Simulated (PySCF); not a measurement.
A mixed set of molecules. Computed with PySCF 2.14.0, density-fitted response routines, TDDFT PBE0/def2-SVPD, vertical, gas phase, core orbitals frozen in the response. Geometries: GFN2-xTB; one conformer of each isolated species. Triplets are in the Tamm–Dancoff approximation.

Question: Rank by computed HOMO–LUMO gap, highest first.
A. `C=Cc1ocpc1C=C`
B. `Oc1ccc2oncc2c1`
C. `c1scc2c1OCCO2`
D. `S1(=O)(=O)C[C@@H](C=C1)C#C`

Answer: D (7.11 eV), C (6.09 eV), B (5.36 eV), A (4.84 eV).

```csv
SMILES,gap (eV),f (S1),S1 (eV),HOMO (eV),T1 (eV),LUMO (eV),S1 mainly
C#C[C@@H]1C=CS(=O)(=O)C1,7.11,0.005,5.88,-8.29,4.38,-1.18,H→L (60%)
c1scc2c1OCCO2,6.09,0.155,5.31,-6.38,3.63,-0.29,H→L (90%)
Oc1ccc2oncc2c1,5.36,0.076,4.53,-6.78,3.49,-1.42,H→L (92%)
C=Cc1ocpc1C=C,4.84,0.015,4.27,-6.35,2.65,-1.51,H→L+1 (77%)
```

H and L stand for HOMO and LUMO.

- `C#C[C@@H]1C=CS(=O)(=O)C1`: Löwdin shares by element: HOMO carbon 32% or more, oxygen 30% (atoms not listed hold the other 38%); LUMO carbon 70% or more, sulfur 5% (atoms not listed hold the other 25%).
- `c1scc2c1OCCO2`: Löwdin shares by element: HOMO sulfur 32%, carbon 27% or more, oxygen 13% or more (atoms not listed hold the other 27%); LUMO carbon 54% or more, sulfur 20% (atoms not listed hold the other 26%).
- `Oc1ccc2oncc2c1`: Löwdin shares by element: HOMO carbon 44% or more, oxygen 18% or more (atoms not listed hold the other 38%); LUMO carbon 42% or more, nitrogen 18% (atoms not listed hold the other 39%).
- `C=Cc1ocpc1C=C`: Löwdin shares by element: HOMO carbon 58% or more (atoms not listed hold the other 42%); LUMO carbon 58% or more (atoms not listed hold the other 42%).
